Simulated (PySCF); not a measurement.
## Bonding in 3-chlorophenol

3-chlorophenol, C6H5ClO.
Numbering: `[OH:1][c:2]1[cH:3][cH:4][cH:5][c:6]([Cl:7])[cH:8]1` (hydrogens: H9 on O1; H10 on C3; H11 on C4; H12 on C5; H13 on C8)

Bond orders from the PBE0/pcSseg-1 density (PySCF). Geometry: GFN2-xTB, one conformer, isolated molecule.

Problem. Where do the orders between heavy atoms depart from those drawn in the SMILES?

Solution. The largest departure is 0.148, at C6–C8 (drawn aromatic, 1.352), counting aromatic bonds as 1.5. The bonds drawn aromatic range from 1.35 to 1.46.

Problem. Give the Mayer order of every bond, beside its length.

Solution. 
| bond | drawn as | length (Å) | Mayer order |
| --- | --- | --- | --- |
| O1–C2 | single | 1.356 | 1.061 |
| C2–C3 | aromatic | 1.393 | 1.386 |
| C3–C4 | aromatic | 1.380 | 1.461 |
| C4–C5 | aromatic | 1.386 | 1.414 |
| C5–C6 | aromatic | 1.384 | 1.372 |
| C6–Cl7 | single | 1.729 | 1.077 |
| C6–C8 | aromatic | 1.385 | 1.352 |
| C8–C2 | aromatic | 1.390 | 1.358 |
| O1–H9 | single | 0.965 | 0.942 |
| C3–H10 | single | 1.078 | 0.953 |
| C4–H11 | single | 1.079 | 0.957 |
| C5–H12 | single | 1.078 | 0.960 |
| C8–H13 | single | 1.081 | 0.942 |

By pair of heavy elements: C–C: lowest C6–C8 (1.352, 1.385 Å), highest C3–C4 (1.461, 1.380 Å); in 1 of the 15 pairs the longer bond (by over 0.003 Å) has the higher order (by 0.02 or more).

Problem. Sum the orders of all bonds at each heavy atom with more than one neighbour and set the sums beside the valence in the SMILES.

Solution. O1 2.003 (drawn 2), C2 3.805 (drawn 4), C3 3.800 (drawn 4), C4 3.832 (drawn 4), C5 3.746 (drawn 4), C6 3.801 (drawn 4), C8 3.652 (drawn 4). Orders between atoms that aren't bonded are not in these sums.

Mayer orders depend on the basis set.

The run behind these numbers computed NMR shieldings as well. The run took 16 s wall on one thread of an Arm Neoverse V2, on a shared host.

The values belong to the conformer `[OH:1][c:2]1[cH:3][cH:4][cH:5][c:6]([Cl:7])[cH:8]1`: H–O1–C2–C3 180°.
